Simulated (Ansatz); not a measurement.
**The vertical ionisation energy down a group: B to Ga**

One atom is swapped for its congeners: C6H15B (triethylborane) `CCB(CC)CC`; C6H15Al (triethylaluminium) `C[CH2][Al]([CH2]C)[CH2]C`; C6H15Ga (triethylgallium (TEGa)) `C[CH2][Ga]([CH2]C)[CH2]C`. All are singlets with charge 0.

Shapes, held fixed at every level: PBE0-D4/def2-TZVP. Programs: Ansatz 0.2.0. Values in eV.

```tsv
level	C6H15B	C6H15Al	C6H15Ga
HF/def2-TZVPP	9.51	8.30	8.09
PBE-D4/def2-TZVPP	9.29	8.34	8.30
B3LYP-D4/def2-TZVPP	9.76	8.73	8.62
wB97M-V/def2-TZVPP	9.99	9.00	8.85
wB97X-V/def2-TZVPP	10.01	9.02	8.86
MP2/def2-TZVPP	10.29	9.25	9.08
```

At MP2/def2-TZVPP the vertical ionisation energy falls at every step, from 10.29 to 9.08 eV. Every level shows the same order. Relativity is left out for Ga unless named. Correlated rows may include outer-core shells of Ga, which these sets cover unevenly.
